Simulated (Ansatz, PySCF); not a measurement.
Molecule: Si2H4F, net charge 0, doublet state. SMILES: F[SiH2][SiH2]
Geometry: optimised at B3LYP-D3(BJ)/def2-TZVP (Ansatz, a program for electronic structure).

Property: atomisation energy, in kcal/mol. Conventions: non-relativistic; valence correlation only; atomisation electronic, to ground-state atoms; no dispersion term unless named; no spin-orbit coupling; six Cartesian d functions in 6-31G* and its kin unless marked 5d; UHF or UKS for open shells; 6-311+G** with 5d, 6d on Na to Ar in Ansatz. CBS(X,Y): correlation extrapolated as X^-3; Hartree-Fock from the larger set. First-principles rows: single points at B3LYP-D3(BJ) geometries (Ansatz).

Coupled cluster (Ansatz) is a level with limits of its own, used here on species with T1 under 0.025 (0.045 for open shells) and stable references: CCSD(T)/CBS(aug-cc-pV(T+d)Z,aug-cc-pV(Q+d)Z).

Value to compare with, CCSD(T)/CBS(aug-cc-pV(T+d)Z,aug-cc-pV(Q+d)Z) (Ansatz): 499.9 kcal/mol.

| level | program | atomisation energy (kcal/mol) | difference |
|---|---|---|---|
| HF/3-21G | Ansatz | 315.5 | -184.4 |
| HF/6-311+G** | Ansatz | 368.3 | -131.6 |
| SVWN5/6-31G* | Ansatz | 547.3 | 47.4 |
| PBE/6-31G* | Ansatz | 487.0 | -12.9 |
| PBE/def2-SVP | Ansatz | 485.8 | -14.1 |
| BP86/6-31G* (5d) | PySCF | 496.2 | -3.7 |
| B3LYP/3-21G | Ansatz | 451.6 | -48.3 |
| B3LYP/6-31G** | Ansatz | 487.5 | -12.4 |
| MP2/6-31G* | Ansatz | 441.3 | -58.6 |
| r2SCAN-D4/def2-TZVPD | Ansatz + dftd4 | 499.4 | -0.5 |

Among the 9 habitual levels, HF/3-21G lies farthest from CCSD(T)/CBS(aug-cc-pV(T+d)Z,aug-cc-pV(Q+d)Z) (Ansatz) (-184.4 kcal/mol) and BP86/6-31G* (5d) nearest (-3.7); 1 of 9 lie above it, and their mean absolute difference is 57.0 kcal/mol, the median 47.4. One case shows no general order.

The levels are drawn from those run, B3LYP/6-31G* more often than the rest, none by its result; left out are runs that failed, that the program found above a lower state of the same kind, or whose <S^2> lies over 0.5 above the pure value.
